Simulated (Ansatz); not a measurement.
Calculated with Ansatz (gas phase, PBE0-D4/def2-TZVP geometries, no zero-point term in ΔE). CCSD(T)/CBS adds triple-zeta CCSD(T) − MP2 to the extrapolated MP2 energy (def2 sets, frozen cores). This one scheme is used for every species. Functionals use def2-TZVPP. HSE06 is defined as in plane-wave codes. No spin–orbit coupling; open shells (•) take unrestricted orbitals. One conformer a species, not always the lowest.

`C[SiH](O)Cl` + `[OH]`• → `[CH2][SiH](O)Cl`• + H₂O  (hydrogen abstraction from a C–H bond)

`C[SiH](O)Cl`:

```xyz
9

C     0.777   -0.410    0.801
Si   -0.115    0.291   -0.664
O    -1.439    1.163   -0.258
Cl   -0.662   -1.292   -1.873
H     1.668   -0.955    0.480
H     1.085    0.394    1.475
H     0.139   -1.103    1.355
H     0.725    1.202   -1.466
H    -2.178    0.710    0.151
```

`[OH]`•:

```xyz
2

O    -0.262    0.060   -0.405
H     0.262   -0.060    0.405
```

`[CH2][SiH](O)Cl`•:

Cartesian coordinates in Å:
```
C 0.155 0.439 1.218
Si 0.320 -0.105 -0.523
O -0.722 -1.305 -0.909
Cl 0.008 1.555 -1.704
H 0.167 1.483 1.513
H 0.076 -0.274 2.034
H 1.655 -0.645 -0.853
H -1.658 -1.147 -0.775
```

H₂O:

Cartesian coordinates in Å:
```
O 0.098 -0.002 0.377
H 0.524 0.481 -0.335
H -0.622 -0.479 -0.042
```

| level | ΔE (kJ/mol) |
| --- | --- |
| BLYP-D4 | -69.3 |
| r2SCAN-D4 | -69.7 |
| HSE06-D4 | -63.9 |
| HSE06 | -64.8 |
| LC-ωPBE | -68.0 |
| SCS-MP2/def2-TZVPP | -68.5 |
| HF/def2-QZVPP | -25.0 |
| HF/CBS(def2) | -25.2 |

**Question.** What does CCSD(T)/CBS give? (An estimate is asked.)

**Answer.** Computed: -72.4 kJ/mol. The listed levels differ from it by 3.1, 2.7, 8.5, 7.6, 4.4, 3.9, 47.4, 47.2 kJ/mol.

Largest T1 diagnostic among the species: 0.011.

From PBE to PBE0 (25 % exact exchange), in def2-TZVPP and without D4, ΔE moves by +10.4 kJ/mol. Leaving LDA and LC-ωPBE aside and taking each functional with its dispersion term where it has one, the values, not all of them listed here, spread over 23.7 kJ/mol, from PBE-D4 to BHLYP-D4. LDA lies −20.7 kJ/mol from PBE without D4. In def2-TZVPP, CCSD(T) changes the Hartree–Fock value by −40.0 kJ/mol (the triples alone add −2.3 kJ/mol) and MP2 by −54.7 kJ/mol.
